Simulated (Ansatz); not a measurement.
# Cost against result

Saddle point of SiPNH$_{8}$O, closed shell (SiNH₅O ([NH2][SiH2][OH]) + PH₃ → SiPH₅O ([OH][SiH2][PH2]) + NH₃; bonds formed: Si1–P7, N2–H6; bonds broken: Si1–N2, H6–P7), PBE0-D4/def2-TZVP structure:

```csv
atom,x (Å),y (Å),z (Å)
Si1,-0.7984,0.3296,0.8635
N2,-0.1759,-1.3175,0.2189
H3,-1.6317,-0.1889,1.9834
H4,-1.7157,0.8777,-0.1508
O5,0.3263,1.2006,1.6539
H6,0.3096,-0.9000,-0.6488
P7,0.9748,1.0506,-1.4026
H8,-0.8956,-2.0103,0.0176
H9,0.5234,-1.7302,0.8328
H10,0.9143,1.6435,1.0227
H11,0.1588,0.8657,-2.5488
H12,2.0101,0.1793,-1.8420
```

Barriers are electronic and count from the start structure reached by relaxing down the imaginary mode.

Ansatz 0.2.0; basis: as named in each row; cores frozen in the correlated methods. B3LYP uses VWN-RPA correlation. Extrapolation: Hartree–Fock as exp(−7.88 √X), correlation as X^−2.97.

Times are rough, for one single point on 4 threads of a shared host (Arm Neoverse V2).

The estimate by CCSD(T) at an estimated basis limit (MP2 extrapolated from triple and quadruple zeta, plus CCSD(T) − MP2 in triple zeta) is 39.82 kcal/mol.

```csv
method,basis,time (s),barrier (kcal/mol),method less estimate
HF,STO-3G,under 1,92.83,53.01
PBE-D4,STO-3G,under 1,55.93,16.11
SPW92,def2-SVP,under 1,24.44,-15.38
B3LYP-D4,6-31G,under 1,27.67,-12.15
PBE-D4,def2-SVP,under 1,30.49,-9.33
PBE0-D4,def2-SVP,under 1,33.69,-6.13
SPW92,def2-TZVPP,1,26.80,-13.02
PBE-D4,def2-TZVPP,2,32.13,-7.69
BLYP-D4,def2-TZVPP,2,37.51,-2.31
B3LYP-D4,def2-TZVPP,2,39.73,-0.09
BHLYP-D4,def2-TZVPP,2,43.34,3.52
CAM-B3LYP-D4,def2-TZVPP,3,41.79,1.97
wB97M-V,def2-SVP,3,37.26,-2.56
CCSD(T),def2-SVP,3,43.46,3.64
PBE0-D4,def2-TZVPP,4,35.12,-4.70
r2SCAN-D4,def2-TZVPP,4,36.16,-3.67
r2SCAN0-D4,def2-TZVPP,4,37.75,-2.07
RPA on PBE,def2-TZVPP,5,42.18,2.36
B2PLYP,def2-TZVPP,5,41.16,1.34
PBE-QIDH,def2-TZVPP,6,38.14,-1.69
wB97X-V,def2-TZVPP,6,40.86,1.04
wB97M-V,def2-TZVPP,8,39.26,-0.56
B97M-V,def2-TZVPP,8,38.98,-0.84
MP2,def2-QZVPP,26,39.33,-0.49
CCSD(T),def2-TZVPP,120,40.61,0.79
```

All methods are single points on the PBE0-D4 structures.

No T1 diagnostic of these runs exceeds 0.013.

Labels in which every atom is bracketed show which atoms are joined, not bond orders.
